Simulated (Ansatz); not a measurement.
CH₄FNSSi, SMILES `N[Si]1(F)CS1` at its PBE0-D4/def2-TZVP geometry, where that method's forces vanish. Total charge 0; spin multiplicity 1.

```xyz
9

N    -1.0010    0.8779    1.0303
Si   -0.3377    0.1798   -0.3465
F    -1.5609   -0.1238   -1.3146
C     1.0638   -0.9737   -0.4453
S     1.4936    0.7839   -1.0662
H    -0.4583    1.4085    1.6876
H    -1.9743    0.7988    1.2673
H     1.6461   -1.2437    0.4308
H     1.1288   -1.7078   -1.2434
```

**Question.** What forces (eV/Å) does ωB97M-V/def2-TZVPP give on these atoms in Ansatz 0.2.0? (An estimate is asked.)

**Answer.** Ansatz gave: 
```
N1  -0.023  0.027  0.053
Si2  0.138 -0.042  0.035
F3  -0.100 -0.023 -0.090
C4   0.016 -0.137  0.032
S5   0.032  0.079 -0.035
H6  -0.021 -0.006 -0.002
H7   0.024  0.008  0.008
H8  -0.058  0.023 -0.082
H9  -0.007  0.071  0.081
```
